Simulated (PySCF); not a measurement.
## Neon: a sound run and one with changed settings

Sound run: Ne+ [He] 2s2 2p5, Ne(2+) [He] 2s2 2p4. Computed with PySCF 2.14 in aug-cc-pVDZ (4s3p2d, 23 functions), with the non-relativistic Hamiltonian (point nucleus). The sound run starts from symmetry-adapted Hartree-Fock orbitals and uses a fine grid where one is needed.

A second run was set up differently.

| species | method | sound run (hartree) | changed run (hartree) | converged |
| --- | --- | --- | --- | --- |
| Ne+ | UHF | -127.76688 | -127.76688 | yes |
| Ne+ | B3LYP | -128.12650 | -128.19210 | yes |
| Ne+ | BP86 | -128.11850 | -128.20587 | yes |
| Ne(2+) | UHF | -126.32188 | -126.32188 | yes |
| Ne(2+) | B3LYP | -126.60626 | -126.65793 | yes |
| Ne(2+) | BP86 | -126.59895 | -126.66558 | yes |

Ionisation energy of Ne+:

```json
{"method": "UHF", "sound run (eV)": "39.321", "changed run (eV)": "39.321"}
{"method": "B3LYP", "sound run (eV)": "41.368", "changed run (eV)": "41.747"}
{"method": "BP86", "sound run (eV)": "41.349", "changed run (eV)": "41.913"}
```

(1) What was changed?
A. minimal basis
B. radial grid too coarse
C. all electrons correlated in a valence basis
D. too few SCF iterations

## Answers

(1) B. It used radial step 0.8 in ln r (0.13 in the sound run). A coarse radial grid mis-integrates the density and the exchange-correlation energy, with errors of either sign; Hartree-Fock needs no grid.
